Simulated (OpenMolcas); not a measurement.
Cu2+ (d9) in a complex was computed by CASSCF with the d shell active (OpenMolcas, ANO-RCC-VTZP on the metal). Its lowest spin-free states, and all those of the highest spin:

```tsv
2S+1	Degeneracy	E (cm-1)
2	1	0.0
2	2	874.5
2	2	2483
```

**Question.** Is the site octahedral, tetrahedral or cube-like, axial, or of lower symmetry?

**Answer.** The states with 2S+1 = 2 have orbital degeneracies 1, 2, 2. There are pairs but no triples, so the site is axial: not cubic, but with a proper or improper axis of order three or more. The run had Cu2+ with 2 ligands (iodide) in linear coordination (D∞h) at 2.6 Å. Ligand basis ANO-RCC-VDZP.

Ligand-to-metal charge-transfer states are missing. No measured value stands beside these numbers; the geometry was imposed, not optimised, and the real ion may take another.
